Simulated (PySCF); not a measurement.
Unknowns

Averaged over atoms made equivalent by symmetry, fast rotation or ring inversion, non-relativistic, one computed conformer, no solvent model. Geometry: GFN2-xTB; PBE0/pcSseg-1 with gauge-including orbitals; PySCF.

Scale: $^{1}$H (σref 31.72) and $^{13}$C (σref 186.93) against TMS (reference shieldings calculated alike). Splittings of carbon signals by F and P are missing where no couplings were computed. Where no couplings were computed, multiplicities follow the n + 1 count of equivalent neighbours, and m marks all less simple cases (inequivalent or close neighbours, rings, F or P nearby). Shifts are as computed. Against solution values, carbons near 30 ppm lie about +3 ppm off and those near 130 ppm about +5 ppm; carbons on Cl a further +6 ppm. Of 1211 compounds with measured shifts, 218 miss one by over three times the rms of a fit or turn the order of signals round; such compounds aren't used in these exercises. Carbons bonded to Cl come out too deshielded. OH and NH positions are gas-phase values without hydrogen bonding to other molecules.

Task: C$_{8}$H$_{10}$O. $^{1}$H NMR (500 MHz, computed): δ 7.63 (m, 2H), 7.52 (m, 2H), 4.78 (s, 2H), 2.52 (s, 3H), 0.18 (br s, 1H). $^{13}$C{$^{1}$H} NMR (computed): δ 145.0 (C), 143.4 (C), 135.3 (CH), 134.8 (CH), 72.0 (CH2), 24.0 (CH3). Give a structure.

Result: SMILES Cc1ccc(CO)cc1. Rings plus π bonds: 4 (1 ring in the answer). 6 carbon signals for 8 carbons: some carbons are equivalent by symmetry or fast rotation. Carbon types of the structure: 2 × C, 4 × CH, 1 × CH2, 1 × CH3, leaving 1 H on heteroatoms. δC 145.0, 143.4: substituted aromatic carbon. δC 135.3, 134.8: aromatic CH; the aromatic region. δC 72.0: sp3 CH2 bonded to O, on an aromatic ring; deshielded by the electronegative neighbour. δC 24.0: methyl carbon on an aromatic ring; aliphatic region, no heteroatom directly attached.

The data come from this structure; uniqueness wasn't tested.

Task: C$_{6}$H$_{5}$ClNOP. $^{1}$H NMR (500 MHz, computed): δ 9.80 (m, 1H), 7.80 (m, 1H), 2.76 (s, 3H). $^{13}$C{$^{1}$H} NMR (computed): δ 205.7, 198.0, 180.7, 161.3, 133.0, 26.6. What is it?

Result: SMILES c1(Cl)nc(C(C)=O)pcc1. 6 carbon signals for 6 carbons: no two carbons are equivalent. Carbon types of the structure: 3 × C, 2 × CH, 1 × CH3, which accounts for all hydrogens. δC 205.7: ketone carbonyl carbon; low-lying n→π* states of the double bond to the heteroatom give a large paramagnetic term (-267 ppm). δC 198.0: substituted aromatic carbon next to a ring nitrogen. δC 180.7, 133.0: aromatic CH. δH 9.80, 7.80: hydrogen on an aromatic CH; aromatic region.

The data come from this structure; uniqueness wasn't tested.

Task: C$_{8}$H$_{11}$N. $^{1}$H NMR (400 MHz, computed): δ 8.51 (s, 1H), 7.57 (m, 1H), 6.36 (m, 1H), 6.23 (m, 1H), 5.63 (br s, 1H), 5.56 (m, 1H), 5.54 (m, 1H), 5.19 (br s, 1H), 3.81 (s, 3H). $^{13}$C{$^{1}$H} NMR (computed): δ 169.4, 146.3, 141.5, 141.1, 135.5, 128.4, 128.2, 44.2. What is it?

Result: SMILES C=C/C=C\C(=C)/C=N\C. Rings plus π bonds: 4 (no ring in the answer). 8 carbon signals for 8 carbons: no two carbons are equivalent. Carbon types of the structure: 1 × C, 4 × CH, 2 × CH2, 1 × CH3, which accounts for all hydrogens. δC 146.3: fully substituted alkene carbon; the olefinic region. δC 141.5, 141.1, 135.5: alkene CH; an sp2 carbon of a C=C bond. δC 128.4, 128.2: terminal =CH2 carbon; an sp2 carbon of a C=C bond. δH 8.51: hydrogen on a C=N carbon.

The data come from this structure; uniqueness wasn't tested.

Task: C$_{8}$H$_{11}$N. $^{1}$H NMR (600 MHz, computed): δ 7.45 (m, 1H), 7.37 (d, 1H), 6.93 (m, 1H), 6.62 (d, 1H), 3.00 (s, 3H), 2.91 (br s, 1H), 2.16 (s, 3H). $^{13}$C{$^{1}$H} NMR (computed): δ 151.5 (C), 135.7 (CH), 133.2 (CH), 124.9 (C), 121.9 (CH), 112.0 (CH), 32.3 (CH3), 20.3 (CH3). Give a structure.

Result: SMILES CNc1ccccc1C. Rings plus π bonds: 4 (1 ring in the answer). 8 carbon signals for 8 carbons: no two carbons are equivalent. Carbon types of the structure: 2 × C, 4 × CH, 2 × CH3, leaving 1 H on heteroatoms. δC 151.5: aromatic carbon bearing nitrogen; σ withdrawal by the attached heteroatom moves it downfield of the ring CH carbons. δC 135.7, 133.2, 121.9, 112.0: aromatic CH. δC 124.9: substituted aromatic carbon. δH 7.45, 7.37, 6.93, 6.62: hydrogen on an aromatic CH.

The data come from this structure; uniqueness wasn't tested.
